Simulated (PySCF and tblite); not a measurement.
Values are calculated unless marked as measured or tabulated.
Stationary points of C5H4F2N2O at GFN2-xTB, in Å:

Structure A

```
 1 C     2.415   -0.180    0.209
 2 C     1.118    0.294   -0.395
 3 O     1.014    1.024   -1.343
 4 N     0.014   -0.205    0.266
 5 C    -1.296    0.086   -0.102
 6 C    -1.561    0.939   -1.210
 7 N    -1.896    1.608   -2.076
 8 C    -2.336   -0.424    0.573
 9 F    -2.197   -1.232    1.626
10 F    -3.611   -0.209    0.305
11 H     2.484    0.137    1.248
12 H     2.474   -1.266    0.169
13 H     3.243    0.245   -0.351
14 H     0.136   -0.818    1.060
```

Structure B

```
 1 C     1.891    0.170   -0.619
 2 C     1.304    0.517    0.716
 3 O     1.929    0.968    1.643
 4 N    -0.051    0.303    0.894
 5 C    -1.036   -0.191    0.052
 6 C    -0.784   -0.604   -1.284
 7 N    -0.655   -0.954   -2.366
 8 C    -2.308   -0.303    0.477
 9 F    -2.710    0.039    1.697
10 F    -3.314   -0.760   -0.246
11 H     1.757   -0.888   -0.836
12 H     1.420    0.750   -1.410
13 H     2.954    0.397   -0.594
14 H    -0.374    0.561    1.822
```

Structure C

```
 1 C     2.234   -0.129   -0.310
 2 C     1.103    0.629    0.293
 3 O     1.025    1.809    0.442
 4 N     0.021   -0.260    0.704
 5 C    -1.186   -0.128    0.018
 6 C    -1.099    0.090   -1.382
 7 N    -0.979    0.263   -2.507
 8 C    -2.391   -0.266    0.591
 9 F    -2.565   -0.474    1.896
10 F    -3.548   -0.280   -0.053
11 H     2.514   -0.956    0.338
12 H     1.896   -0.549   -1.256
13 H     3.081    0.528   -0.485
14 H    -0.107   -0.277    1.710
```

Level: PBE0/pcSseg-1 + D3(BJ) on GFN2-xTB stationary points, with GFN2-xTB thermal terms.

Problem. Which structure is a saddle point, and along which motion?

Solution. C: one imaginary mode (121i cm⁻¹ at GFN2-xTB, mostly on O3, C1, N4), along the rotation about the C2–N4 bond (torsion C1–C2–N4–C5 from -180° to 0°, rising).

Problem. Give their symmetry and energies above the lowest.

Solution. A Cs, 0.0 kcal/mol; B Cs, 0.5 kcal/mol; C C1, 13.9 kcal/mol.

Barriers of amide-like rotations can come out several kcal/mol high at such levels.
